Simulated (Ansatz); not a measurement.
The same path of AlCl2 + FH (5 atoms, charge 0, multiplicity 2) was run twice with different band settings.

All numbers below come from UKS B3LYP/def2-SVP in Ansatz.

Relaxed end points:

```xyz
5
Properties=species:S:1:pos:R:3
Al 0.000 0.000 -0.339
H 0.000 0.000 2.374
Cl 1.846 0.000 -1.364
Cl -1.846 0.000 -1.364
F 0.000 0.000 3.304
```

```xyz
5
Properties=species:S:1:pos:R:3
Al -0.251 -0.786 -0.059
H 0.663 0.334 1.741
Cl 1.687 0.274 -0.119
Cl -1.916 0.274 -0.861
F -0.182 -0.095 1.907
```

Common settings: movable images 5; climbing image yes; spring 5.0 eV/Å²; optimiser quadratic models (default); force threshold 0.05 eV/Å; iteration limit 60; end points relaxed.

| run | start path |
| --- | --- |
| 1 | through a guess of the saddle point |
| 2 | straight line |

Problem. What does each run give, and how far can it be trusted?

Solution. Run 1: converged after 27 iterations, highest image 0.000 eV above the first end. The highest image is an end point: on this band no image between the ends rises above it. A vibrational analysis next to that end finds imaginary modes (195i, 170i cm⁻¹), so it isn't a minimum.
Run 2: converged after 18 iterations, highest image 0.000 eV above the first end. The highest image is an end point: on this band no image between the ends rises above it.
